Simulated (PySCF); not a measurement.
The scaffold ethynyl-X carries different groups X. All species are isolated molecules in the gas phase. One relaxed conformer stands for each flexible species; it need not be the lowest. Strings in code marks are SMILES.

All values below come from PBE-D3(BJ)/def2-TZVP // B3LYP-D3(BJ)/def2-TZVP (PySCF 2.14.0). Excitations are Tamm–Dancoff values on a coarser integration grid. The basis has no diffuse functions, so Rydberg states are missing or too high.

```
species                           LUMO (eV)  T1 excitation (TDA) (eV)
-------------------------------  ----------  ------------------------
X = amino                             -0.03                (withheld)
X = formyl                            -3.22                (withheld)
X = carboxy                           -2.52                      4.09
X = methylthio (`C#CSC`)              -1.21                      3.93
X = ethynyl (`C#CC#C`)           (withheld)                         –
X = boryl (`BC#C`)                    -3.37                      3.23
X = borono (`C#CB(O)O`)               -1.48                      4.85
X = hydroxymethyl (`OCC#C`)           -0.69                      5.29
X = difluoromethyl (`C#CC(F)F`)  (withheld)                      5.29
X = fluoromethyl                      -1.06                (withheld)
X = siloxy                            -1.28                      4.67
X = cyanomethyl (`C#CCC#N`)           -0.94                      5.46
```

**Question.** What belongs in the gaps?

**Answer.** 
- X = amino, T1 excitation (TDA) (eV): 5.07
- X = formyl, T1 excitation (TDA) (eV): 2.88
- X = ethynyl (`C#CC#C`), LUMO (eV): -1.79
- X = difluoromethyl (`C#CC(F)F`), LUMO (eV): -1.24
- X = fluoromethyl, T1 excitation (TDA) (eV): 5.26
